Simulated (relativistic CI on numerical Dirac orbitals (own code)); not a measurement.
## Charge states of gadolinium

These numbers are calculated, not measured: Dirac-Coulomb-Breit CI, separate exchange-only KLI orbitals for each configuration, model QED (radiative potential, 1s self-energy scaled to tabulated hydrogen-like ionisation energies), valence Slater integrals scaled by 0.9 (own radial code, finite nucleus).

Each species is treated in one configuration, given outside its closed core. Radial values are for the open shell of highest l, unscaled and averaged over j; ζ includes the Breit term. Labels give the leading LS character, summed over repeated terms.

```csv
Ion,Configuration,Its lowest level,LS weight (%),F² (cm⁻¹),F⁴ (cm⁻¹),Next level,E (cm⁻¹),g_J,g√(J(J+1))
Gd³³⁺,3d¹⁰4s²4p,²P°1/2,100,,,²P°3/2,363570,0.661,0.57
Gd³⁴⁺,3d¹⁰4s²,¹S0,100,,,,,,0.00
Gd³⁵⁺,3d¹⁰4s,²S1/2,100,,,,,1.998,1.73
Gd³⁶⁺,3d¹⁰,¹S0,100,,,,,,0.00
Gd³⁷⁺,3d⁹,²D5/2,100,,,²D3/2,261920,1.193,3.53
Gd³⁸⁺,3d⁸,³F4,89,483800,311700,J = 2 (mixed),58399,1.216,5.44
Gd³⁹⁺,3d⁷,⁴F9/2,64,489100,315300,J = 3/2 (mixed),82067,1.236,6.15
Gd⁴⁰⁺,3d⁶,J = 4 (mixed),39,494300,318900,J = 2 (mixed),49913,1.277,5.71
Gd⁴¹⁺,3d⁵,J = 5/2 (mixed),29,499600,322500,J = 5/2 (mixed),204790,1.378,4.08
Gd⁴²⁺,3d⁴,³P0,58,504800,326000,⁵D1,233900,,0.00
Gd⁴³⁺,3d³,⁴F3/2,50,510000,329600,⁴F5/2,243150,0.679,1.31
Gd⁴⁴⁺,3d²,?,?,?,?,?,?,?,?
Gd⁴⁵⁺,3d,²D3/2,100,,,²D5/2,312930,0.790,1.53
Gd⁴⁶⁺,3s²3p⁶,¹S0,100,,,,,,0.00
Gd⁴⁷⁺,3s²3p⁵,²P°3/2,100,,,²P°1/2,1.4092e+06,1.324,2.56
Gd⁴⁸⁺,3s²3p⁴,³P2,70,450200,,¹S0,127980,1.339,3.28
Gd⁴⁹⁺,3s²3p³,J = 3/2 (mixed),47,452600,,⁴S°3/2,1.3542e+06,1.358,2.63
Gd⁵⁰⁺,3s²3p²,³P0,70,455000,,³P1,1.3878e+06,,0.00
Gd⁵¹⁺,3s²3p,²P°1/2,100,,,²P°3/2,1.4866e+06,0.653,0.57
Gd⁵²⁺,3s²,¹S0,100,,,,,,0.00
Gd⁵³⁺,3s,²S1/2,100,,,,,1.989,1.72
Gd⁵⁴⁺,2s²2p⁶,¹S0,100,,,,,,0.00
Gd⁵⁵⁺,2s²2p⁵,²P°3/2,100,,,²P°1/2,5.784e+06,1.308,2.53
Gd⁵⁶⁺,2s²2p⁴,³P2,69,1.193e+06,,¹S0,379290,1.317,3.23
```

Fill in the row of Gd⁴⁴⁺.

Its lowest level ³F2; LS weight (%) 76; F² (cm⁻¹) 515100; F⁴ (cm⁻¹) 333100; Next level ³P0; E (cm⁻¹) 142040; g_J 0.751; g√(J(J+1)) 1.84.
